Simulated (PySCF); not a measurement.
**Peak assignment**

Bonds (- single, = double, # triple, : aromatic): C1#C2 1.200 Å, C2-C3 1.414 Å, C3:N4 1.328 Å, N4:N5 1.291 Å, N5:C6 1.323 Å, C6-C7 1.491 Å, C6:C8 1.403 Å, C8:C9 1.373 Å, C9-F10 1.342 Å, C9:C3 1.409 Å. C1 carries H11; C7 carries H12, H13, H14; C8 carries H15.

- coordinates at the GFN2-xTB level
- shieldings: GIAO PBE0/pcSseg-1
- code: PySCF 2.14.0 with density-fitted response routines
- one computed conformer, non-relativistic, isolated molecule, fast rotation and ring inversion assumed for equivalent nuclei

References, each an isolated molecule treated in the same way: ¹³C and ¹H against TMS.

(1) Assign these signals to the numbered atoms. ¹³C{¹H} NMR (computed): δ 175.6 (C), 162.6 (C), 140.3 (C), 115.6 (CH), 98.2 (CH), 80.6 (C), 25.1 (CH3).

(2) Assign these signals to the numbered atoms. ¹H NMR (400 MHz, computed): δ 7.08 (m, 1H), 3.38 (s, 1H), 3.02 (s, 3H).

## Answers

(1) 
175.6 → C9, aromatic carbon bearing fluorine: an ipso carbon deshielded by its heteroatom
162.6 → C6, substituted aromatic carbon next to a ring nitrogen
140.3 → C3, substituted aromatic carbon next to a ring nitrogen
115.6 → C8, aromatic CH
98.2 → C1, terminal alkyne carbon: sp carbons lie upfield of alkene carbons because the cylindrical π system leaves one tensor component strongly shielded
80.6 → C2, alkyne carbon: sp carbons lie upfield of alkene carbons because the cylindrical π system leaves one tensor component strongly shielded
25.1 → C7, methyl carbon on an aromatic ring: a saturated carbon with 1 carbon neighbour and no heteroatom attached

(2) 
```tsv
δ (ppm)	atoms	environment	reason
7.08	H15	hydrogen on an aromatic CH	aromatic region
3.38	H11	hydrogen on a terminal alkyne carbon	it lies on the axis of the triple bond, in its shielding cone
3.02	H12/H13/H14	hydrogen on a methyl carbon on an aromatic ring	benzylic-type position, deshielded by the ring
```

Splittings by ¹⁹F in the carbon and heteronuclear signals aren't shown, as no couplings were computed. Shifts are as computed. Against solution values, carbons near 30 ppm lie about +3 ppm off and those near 130 ppm about +5 ppm. Of 1211 compounds with measured shifts, 218 miss one by over three times the rms of a fit or turn the order of signals round; such compounds aren't used in these exercises. No couplings were computed; multiplicities are counted from neighbouring protons, with m where these are inequivalent, close in shift, in a saturated or five-membered ring or joined by F or P, and br s for small geminal =CH2 splittings.
